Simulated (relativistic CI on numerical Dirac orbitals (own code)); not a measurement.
**Slater and spin-orbit integrals, Dy¹⁷⁺**

Method of calculation: Dirac-Coulomb-Breit CI, orbitals from a KLI potential per configuration, model QED (radiative potential, 1s self-energy scaled to tabulated hydrogen-like ionisation energies), unscaled Slater integrals (own radial code, finite nucleus).

Slater integrals F^k, G^k are unscaled and averaged over j, outside the closed core [Kr]; ζ comes from projecting the Hamiltonian with its Breit term on Σ l·s of the shell.

- 4d¹⁰4f³: F^2(4f,4f) = 172460, F^4(4f,4f) = 111200, F^6(4f,4f) = 80920, ζ(4f) = 2948.7 cm⁻¹; <r>(4f) = 0.5923, <r^2>(4f) = 0.4087 (bohr units).
- 4d¹⁰4f²5s: F^2(4f,4f) = 175090, F^4(4f,4f) = 112990, F^6(4f,4f) = 82256, ζ(4f) = 3070.9, G^3(4f,5s) = 30312 cm⁻¹; <r>(4f) = 0.5847, <r^2>(4f) = 0.3981, <r>(5s) = 1.015, <r^2>(5s) = 1.147 (bohr units).
- 4d¹⁰4f5s²: ζ(4f) = 3195.3 cm⁻¹; <r>(4f) = 0.5762, <r^2>(4f) = 0.3861 (bohr units).

Averages of the first 10 configurations, taken without configuration mixing, which lowers the lowest level and can move excited configurations by several eV; other configurations of the list can lie among them:

```csv
Configuration,Parity,States,Average energy above the lowest level (eV)
4d¹⁰4f³,odd,364,7.4
4d¹⁰4f²5s,even,182,29.1
4d¹⁰4f5s²,odd,14,57.9
4d¹⁰4f5s5p,even,168,93.4
4d¹⁰4f²5p,odd,546,66.8
4d¹⁰4f5p²,odd,210,133.4
4d⁹4f⁴,even,10010,171.1
4d¹⁰4f5s5d,odd,280,149.0
4d¹⁰4f²5d,even,910,120.3
4d¹⁰4f5p5d,even,840,187.1
```
